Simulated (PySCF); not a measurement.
**Spin states of CaPb⁺**

Unrestricted PBE0; Ca def2-SVPD, Pb def2-SVPD with ECP60; scalar-relativistic core potentials (PySCF 2.14). Outer shells of the fragments: Ca+ 4s1; Pb 5d10 6s2 6p2.

Followed along the bond (rough minima from three points):

| 2Ms+1 | unpaired | ⟨S²⟩ at the start | R at minimum (Å) | Te (eV) |
| --- | --- | --- | --- | --- |
| 2 | π ↑ | 0.77 | 3.28 | 0.00 |
| 4 | σ ↑, π ↑↑ | 3.75 | 2.96 | 0.19 |
| 2 | σ ↑, π ↑↓ | 1.75 | 2.98 | 0.70 |
| 2 | σ ↓, π ↑↑ | 1.76 | 3.00 | 0.77 |
| 4 | σ ↑↑, π ↑ | 3.75 | none in the scan | ≤ 0.90 |

Solutions found at the starting distance of 3.085 Å, counted from the lowest of them; the search is not exhaustive and high or unbound solutions are not listed, so other states can lie among these:

```csv
2Ms+1,unpaired,term,E (eV),⟨S²⟩,⟨Lz²⟩,μ (D)
2,π ↑,²Π,0.00,0.77,1.01,-10.74
4,"σ ↑, π ↑↑",⁴Σ⁻,0.17,3.75,0.00,-12.87
2,"σ ↑, π ↑↓",mixed,0.67,1.75,2.01,-12.64
2,"σ ↓, π ↑↑",mixed,0.73,1.76,0.00,-12.47
4,"σ ↑↑, π ↑",⁴Π,1.07,3.75,1.01,-6.67
2,σ ↑,mixed,1.23,0.77,2.00,-12.45
2,σ ↑,²Σ⁺,1.23,0.75,0.00,-5.53
4,"σ ↑, π ↑, δ ↑",mixed,2.32,3.75,5.00,-8.18
2,"σ ↑, π ↑, δ ↓",mixed,2.40,1.75,4.95,-8.36
4,"σ ↑, π ↑↑",mixed,2.43,3.75,2.00,-7.09
```

A term symbol is given only where ⟨S²⟩ and ⟨Lz²⟩ are close to those of a pure state; real π, δ and φ orbitals otherwise mix terms. A positive dipole points towards Pb; it is taken about the centre of mass and depends on that origin.

Spin–orbit coupling is left out, which matters for elements this heavy, above all for dissociation energies.
